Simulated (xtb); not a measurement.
AlH2I, SMILES [I][AlH2]. All values are semi-empirical tight-binding results from xtb (GFN2-xTB unless named), good for trends rather than for accurate numbers. Geometry optimised at GFN2-xTB.

For metal compounds this method's bond lengths and energies can be far off.

Q: Estimate the properties. (An estimate is asked for; the answer gives what the named calculation found.)

A: 
The point group as xtb finds it is C2v and the orbital gap is 5.05 eV. The zero-point energy is 8.4 kcal/mol. The G − E(el) at 298.15 K (modified RRHO) is -8.1 kcal/mol.
